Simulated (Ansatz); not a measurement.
System: HS2, charge -1, multiplicity 1. It need not be the lowest isomer of its formula. Whether it binds its extra electron was not tested at this geometry. 
Coordinates optimised at B3LYP-D3(BJ)/def2-TZVP (Ansatz, an electronic-structure program):
SMILES: [S-]S
```xyz
3

S     -0.9925     0.0247     0.4650
S      0.8936     0.0305    -0.4803
H      1.5810    -0.8842     0.2447
```
Charge -1, spin multiplicity 1.

Basis-set convergence of Hartree-Fock and MP2 correlation energies (hartree) with Ansatz. Cores are frozen in the correlated levels unless marked. Spin-orbit coupling is left out. Non-relativistic. This anion needs diffuse functions, which these sets lack.

| basis | functions | E(HF) | E(corr, MP2) |
|---|---|---|---|
| cc-pV(D+d)Z | 51 | -795.66213 | -0.26438 |
| cc-pV(T+d)Z | 92 | -795.70029 | -0.35836 |
| cc-pV(Q+d)Z | 158 | -795.71117 | -0.39347 |
| cc-pV(5+d)Z | 255 | ___ | ___ |

Q: Fill in the missing entries.

A: 
- cc-pV(5+d)Z, E(HF): -795.71382
- cc-pV(5+d)Z, E(corr, MP2): -0.40832
